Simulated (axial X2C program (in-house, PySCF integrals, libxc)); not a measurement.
**PbAs with a deliberately poor setting**

Computed with an in-house all-electron X2C program for linear molecules (integrals from PySCF).

Input file and command:
```json
{"zs": [82, 33], "q": 0, "bas": ["dyall-v2z", "dyall-v2z"], "levels": ["PBE0", "HF", "r2SCAN0", "BLYP"], "cc": false, "r0": 2.65, "npts": 10, "nst": 2, "ntry": 6, "opt": {"maxit": 3}}
```
```bash
python so2c.py task.json out
```

Keys: zs atomic numbers; q charge; bas basis sets; levels methods; cc coupled cluster on or off; r0 starting distance in Å; npts points on the curve; nst determinants followed; ntry starts of the search; maxit SCF iteration limit on the curve. HF also brings MP2.

**Question.** One numerical setting was spoiled on purpose. Which, and what came out?

**Answer.** Too few iterations allowed. States: spin-free M_S = 1/2, Λ = 1; 2c Ω = 3/2. The apparent results, which are not to be taken for properties of PbAs:

```tsv
Hamiltonian	level	points converged	Re (Å)	ωe (cm⁻¹)	De (eV)	curve-fit residual (μEh)
spin-free	PBE0	1 of 10	n/a	n/a	n/a	n/a
spin-free	HF	0 of 10	n/a	n/a	n/a	n/a
spin-free	r2SCAN0	0 of 10	n/a	n/a	n/a	n/a
spin-free	BLYP	0 of 10	n/a	n/a	n/a	n/a
2c	PBE0	0 of 10	n/a	n/a	n/a	n/a
2c	HF	0 of 10	n/a	n/a	n/a	n/a
2c	r2SCAN0	0 of 10	n/a	n/a	n/a	n/a
2c	BLYP	0 of 10	n/a	n/a	n/a	n/a
```
